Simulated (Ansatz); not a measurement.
The inner images of a band of ClF3H2OW (8 atoms, charge 0, multiplicity 1) are given out of order.

Theory: RKS B3LYP-D4/def2-SVP in Ansatz.

First end point:

```xyz
8
Properties=species:S:1:pos:R:3
W 0.060 -0.030 0.137
Cl 0.835 -0.075 2.331
H 1.676 0.331 -0.275
F 0.028 1.804 0.459
F -1.774 0.219 -0.228
O 0.155 -1.872 0.297
H 0.325 -2.545 0.970
F 0.168 -0.200 -1.727
```

Last end point:

```xyz
8
Properties=species:S:1:pos:R:3
W -0.665 0.055 -0.657
Cl 2.185 -1.172 2.367
H 2.036 0.047 1.957
F -0.642 1.873 -1.049
F -2.182 0.311 0.378
O -0.121 -1.451 0.227
H 0.506 -1.759 0.908
F 0.357 -0.270 -2.168
```

**Question.** Put them in order from the first end to the last, with their energies above the first end.
A.
```xyz
8
Properties=species:S:1:pos:R:3
W -0.381 -0.037 -0.499
Cl 1.539 -0.176 2.581
H 1.295 0.136 1.325
F -0.047 1.789 -0.485
F -1.718 0.196 0.757
O -0.016 -1.775 -0.039
H 0.516 -2.337 0.542
F 0.284 -0.163 -2.218
```
B.
```xyz
8
Properties=species:S:1:pos:R:3
W 0.026 -0.024 0.248
Cl 0.492 0.221 2.477
H 1.707 0.103 -0.072
F 0.197 1.826 0.103
F -1.838 0.252 0.024
O 0.207 -1.842 0.396
H 0.598 -2.723 0.410
F 0.084 -0.179 -1.622
```
C.
```xyz
8
Properties=species:S:1:pos:R:3
W -0.525 0.008 -0.573
Cl 1.930 -0.772 2.405
H 1.554 0.141 1.556
F -0.323 1.848 -0.735
F -1.932 0.280 0.600
O -0.072 -1.630 0.111
H 0.511 -2.005 0.794
F 0.331 -0.236 -2.194
```
D.
```xyz
8
Properties=species:S:1:pos:R:3
W -0.122 -0.038 -0.241
Cl 0.834 0.179 2.466
H 1.244 0.089 1.001
F 0.215 1.783 -0.319
F -1.691 0.146 0.754
O 0.170 -1.832 -0.002
H 0.662 -2.570 0.381
F 0.160 -0.124 -2.076
```
E.
```xyz
8
Properties=species:S:1:pos:R:3
W -0.003 -0.020 0.080
Cl 0.404 0.270 2.401
H 1.644 0.110 0.408
F 0.138 1.797 -0.275
F -1.771 0.182 0.697
O 0.188 -1.839 0.174
H 0.615 -2.700 0.252
F 0.256 -0.166 -1.774
```

**Answer.** B (+0.04 eV), E (+0.07 eV), D (+1.03 eV), A (+0.64 eV), C (+0.56 eV).

Time of the run: 5.3 min on 4 threads of Arm Neoverse V1 (shared host), peak memory 0.3 GiB.
